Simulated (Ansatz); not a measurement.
GaGeH$_{6}$NO, relaxed with RKS PBE0-D4/def2-TZVP in Ansatz 0.2.0 from a PBE-D4/def2-SVP geometry. The force threshold is 0.005 eV/Å; the program also tests the step.

Charge 0, multiplicity 1. The bonds changed during the relaxation, so this is another structure than the one it started from.

Start:

```xyz
10

N     0.221    0.075   -1.165
Ge    0.978    0.127    0.608
Ga   -2.076   -0.334   -1.130
O    -1.655   -0.269    0.712
H     0.712   -0.633   -1.732
H     0.411    0.968   -1.646
H     0.446    1.351    1.373
H     2.506    0.363    0.336
H     0.829   -1.247    1.284
H    -2.372   -0.401    1.359
```

| step | energy (eV) | largest force (eV/Å) | largest move (Å) |
| --- | --- | --- | --- |
| 1 | -112515.9420 | 0.756 | 0.000 |
| 2 | -112515.9713 | 0.195 | 0.022 |
| 3 | -112515.9777 | 0.075 | 0.039 |
| 4 | -112515.9787 | 0.092 | 0.054 |
| 5 | -112515.9792 | 0.046 | 0.031 |
| 6 | -112515.9802 | 0.015 | 0.020 |
| 7 | -112515.9802 | 0.005 | 0.003 |

End:

```xyz
10

N     0.247    0.079   -1.135
Ge    1.042    0.137    0.585
Ga   -2.064   -0.334   -1.101
O    -1.728   -0.278    0.732
H     0.689   -0.631   -1.711
H     0.394    0.956   -1.625
H     0.478    1.332    1.345
H     2.554    0.372    0.336
H     0.859   -1.221    1.253
H    -2.473   -0.413    1.321
```

Run time 30 s (4 threads of a server CPU on a shared host); peak host memory 0.65 GiB.
